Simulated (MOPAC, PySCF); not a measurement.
CH2N2, SMILES `NC#N`, neutral singlet in the gas phase. 

Cartesian coordinates (Å):
```xyz
5

N      1.8994     0.0096    -0.1190
C      0.7569    -0.0223     0.0462
N     -0.5584    -0.0869     0.2888
H     -1.0849    -0.6954    -0.3206
H     -1.0117     0.7959     0.4727
```
Charge 0, multiplicity 1.

All levels are single points at this geometry (B3LYP-D3(BJ)/def2-TZVP); Pople sets use spherical d functions. Orbital energies aren't observables, and empty levels follow the basis.

```
level                            HOMO (eV)  LUMO (eV)  gap (eV)  dipole (D)  vertical IE, Delta-SCF (eV)
-------------------------------  ---------  ---------  --------  ----------  ---------------------------
B3LYP-D3(BJ)/def2-TZVP in PySCF      -7.78      -0.24      7.54        4.66                        10.71
B3LYP/3-21G in PySCF                 -7.06       1.40      8.46        4.39                            –
B3LYP/6-311+G** in PySCF             -7.85      -0.78      7.07        4.64                            –
B3LYP/6-31G* in PySCF                -7.37       1.05      8.43        4.53                        10.49
M06-2X/6-31G* in PySCF               -9.04       2.42     11.46        4.50                            –
PBE/6-31G* in PySCF                  -6.20       0.17      6.36        4.50                        10.36
SVWN5/6-31G* in PySCF                -6.34      -0.01      6.33        4.60                        10.60
HF/6-31G* in PySCF                  -11.14       4.96     16.10        4.71                            –
HF/STO-3G in PySCF                   -9.14       9.78     18.93        3.62                            –
AM1 in MOPAC                        -10.62       1.75     12.37        3.48                            –
PM3 in MOPAC                         -9.99       1.10     11.09        3.73                            –
PM6 in MOPAC                        -10.56       1.08     11.64        4.22                            –
PM7 in MOPAC                        -10.68       1.01     11.69        4.36                            –
```
